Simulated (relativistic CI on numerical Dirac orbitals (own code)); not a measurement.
## Spin-allowed bands of a d3 ion in an octahedral site, by hand

Problem. A d3 ion in an octahedral site has a 4A2 ground term and spin-allowed bands at ν1 = 23500 and ν2 = 29915 cm⁻¹ (from a computed ligand-field model). Find Δ and the Racah parameter B, and predict the third band.

Working.
1. The F term splits into A2 (−1.2Δ), T2 (−0.2Δ) and T1 (+0.6Δ), so ν1 = E(T2) − E(A2) = Δ = 23500 cm⁻¹.
2. T1(F) mixes with T1(P), which lies at 15B, through an element 0.4Δ. The two roots, counted from A2, are ν2,3 = ½(15B + 3Δ) ∓ ½√[(15B − Δ)² + 12BΔ].
3. Solving the lower root for B gives B = (2ν1² + ν2² − 3ν1ν2)/(15ν2 − 27ν1) = -109600275/-185775 = 590 cm⁻¹.
4. The sum of the roots is 15B + 3Δ, so ν3 = 15B + 3ν1 − ν2 = 49434 cm⁻¹ (202 nm).

Check. The bands were computed by exact diagonalisation of the d3 shell with B = 590 and Δ = 23500 cm⁻¹, which gives ν3 = 49435 cm⁻¹. C does not enter the terms of highest spin.
